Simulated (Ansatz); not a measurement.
`CNC[AsH2]`, relaxed with RKS PBE0-D4/def2-TZVP in Ansatz from a PBE-D4/def2-SVP geometry. The force threshold is 0.005 eV/Å; the program also tests the step.

The species carries charge 0 and has multiplicity 1.

Start:

```xyz
12

C    -0.521    0.805    1.456
N    -0.390    0.429    0.058
C     0.701   -0.481   -0.204
As    0.876   -1.027   -2.119
H    -1.398    1.471    1.589
H     0.377    1.376    1.776
H    -0.631   -0.055    2.169
H    -1.269    0.032   -0.292
H     0.680   -1.440    0.384
H     1.664    0.011    0.057
H    -0.594   -1.494   -2.225
H     0.505    0.372   -2.648
```

```json
{"step": "1", "energy (eV)": "-64524.8986", "largest force (eV/Å)": "0.500", "largest move (Å)": "0.000"}
{"step": "2", "energy (eV)": "-64524.9431", "largest force (eV/Å)": "0.143", "largest move (Å)": "0.034"}
{"step": "3", "energy (eV)": "-64524.9472", "largest force (eV/Å)": "0.051", "largest move (Å)": "0.022"}
{"step": "4", "energy (eV)": "-64524.9483", "largest force (eV/Å)": "0.016", "largest move (Å)": "0.011"}
{"step": "5", "energy (eV)": "-64524.9487", "largest force (eV/Å)": "0.029", "largest move (Å)": "0.022"}
{"step": "6", "energy (eV)": "-64524.9488", "largest force (eV/Å)": "0.015", "largest move (Å)": "0.018"}
{"step": "7", "energy (eV)": "-64524.9489", "largest force (eV/Å)": "0.004", "largest move (Å)": "0.007"}
```

End:

```xyz
12

C    -0.520    0.786    1.456
N    -0.380    0.454    0.054
C     0.706   -0.456   -0.204
As    0.848   -1.039   -2.083
H    -1.387    1.435    1.595
H     0.363    1.338    1.790
H    -0.631   -0.091    2.115
H    -1.245    0.072   -0.307
H     0.673   -1.380    0.400
H     1.654    0.037    0.033
H    -0.609   -1.485   -2.182
H     0.527    0.330   -2.666
```

Hardware: 4 threads of an Intel Xeon Platinum 8559C on a shared host. Wall time 16 s, peak host memory 0.54 GiB.
